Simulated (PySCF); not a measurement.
Compound: C2H5GeNO.
Atom-mapped SMILES: `[CH3:1][O:2][GeH2:3][C:4]#[N:5]` (hydrogens: H6, H7, H8 on C1; H9, H10 on Ge3)

The calculation used MP2 and CCSD/aug-cc-pVDZ in PySCF, restricted Hartree–Fock reference, frozen core, non-relativistic, gas phase, PBE0-D3(BJ)/def2-SVP geometry.

E(HF) = -2283.32116 Eh.

Question: How large is the problem?

Answer: 173 basis functions and 64 electrons; 13 orbitals frozen, which leaves o = 19 correlated occupied and v = 141 virtual orbitals. That is o·v = 2679 singles and o·v(o·v + 1)/2 = 3589860 distinct closed-shell doubles amplitudes before symmetry; the costliest CCSD step grows as o²v⁴ = 1.4 × 10^11.

Question: What are the MP2 and CCSD correlation energies?

Answer: MP2 -0.7631 Eh and CCSD -0.7994 Eh, which gives totals of -2284.08423 and -2284.12058 Eh. That is 0.572 eV for each correlated electron at CCSD (2099 kJ/mol in all, 0.035 % of the total energy); MP2 gives 95.5 % of the CCSD value.

Question: What is the T1 diagnostic?

Answer: 0.0120, below the customary warning level of 0.02. It is the norm of the spatial-orbital singles amplitudes over the root of the number of correlated electrons, so the norm is 0.074.

Question: How does correlation change the dipole moment?

Answer: HF gives 3.41 D and CCSD (unrelaxed density) 3.16 D, a change of -0.25 D.

No triples correction and no basis-set extrapolation were made.

The job also held the EOM ionisation roots. Hardware: Arm Neoverse V1, one thread, no GPU, shared host. Cost: 15 min.

Shape of the structure used: `[CH3:1][O:2][GeH2:3][C:4]#[N:5]`: C1–O2–Ge3–C4 58°.

One conformer stands for the species.
